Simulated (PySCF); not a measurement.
**CdF: frontier orbitals**

r²SCANh at R = 2.021 Å; Cd def2-SVPD with ECP28, F def2-SVPD; scalar-relativistic core potentials (PySCF 2.14). State: ²Σ⁺ (doublet), unpaired electrons σ ↑. Only the outer orbitals are listed, counted within each symmetry, core potentials removing the inner ones.

```json
{"spin": "α", "orbital": "6σ", "occ.": "1", "ε (eV)": "-9.71", "on Cd (%)": "28", "main shells (%)": "72 F p, 21 Cd s"}
{"spin": "α", "orbital": "3π", "occ.": "1", "ε (eV)": "-8.55", "on Cd (%)": "3", "main shells (%)": "97 F p"}
{"spin": "α", "orbital": "3π", "occ.": "1", "ε (eV)": "-8.55", "on Cd (%)": "3", "main shells (%)": "97 F p"}
{"spin": "α", "orbital": "7σ", "occ.": "1", "ε (eV)": "-6.60", "on Cd (%)": "87", "main shells (%)": "72 Cd s, 14 Cd p, 13 F p"}
{"spin": "α", "orbital": "4π", "occ.": "0", "ε (eV)": "-1.17", "on Cd (%)": "104", "main shells (%)": "103 Cd p"}
{"spin": "α", "orbital": "4π", "occ.": "0", "ε (eV)": "-1.17", "on Cd (%)": "104", "main shells (%)": "103 Cd p"}
{"spin": "β", "orbital": "6σ", "occ.": "1", "ε (eV)": "-8.94", "on Cd (%)": "25", "main shells (%)": "74 F p, 18 Cd s"}
{"spin": "β", "orbital": "3π", "occ.": "1", "ε (eV)": "-8.41", "on Cd (%)": "3", "main shells (%)": "97 F p"}
{"spin": "β", "orbital": "3π", "occ.": "1", "ε (eV)": "-8.41", "on Cd (%)": "3", "main shells (%)": "97 F p"}
{"spin": "β", "orbital": "7σ", "occ.": "0", "ε (eV)": "-4.19", "on Cd (%)": "92", "main shells (%)": "84 Cd s, 10 F p"}
{"spin": "β", "orbital": "4π", "occ.": "0", "ε (eV)": "-0.44", "on Cd (%)": "105", "main shells (%)": "105 Cd p"}
{"spin": "β", "orbital": "4π", "occ.": "0", "ε (eV)": "-0.44", "on Cd (%)": "105", "main shells (%)": "105 Cd p"}
```

Question: Which are the highest filled and the lowest empty level, where do they sit, and how wide is the gap?

Answer: Highest filled α 7σ at -6.60 eV (in %: 72 Cd s, 14 Cd p, 13 F p); lowest empty β 7σ at -4.19 eV (in %: 84 Cd s, 10 F p); the gap at r²SCANh is 2.41 eV.

```json
{
 "bond order (Mayer)": "0.49",
 "⟨S²⟩": "0.754",
 "charge on Cd (Mulliken, basis-dependent)": "0.68",
 "charge on Cd (Löwdin, basis-dependent)": "0.73",
 "dipole moment (positive dipole means Cd(−)F(+))": "-3.91 D"
}
```

Shares are Mulliken populations and can fall outside 0 to 100 %.

Spin–orbit coupling is left out. The state was picked by a PBE0 search and need not be the measured ground state.
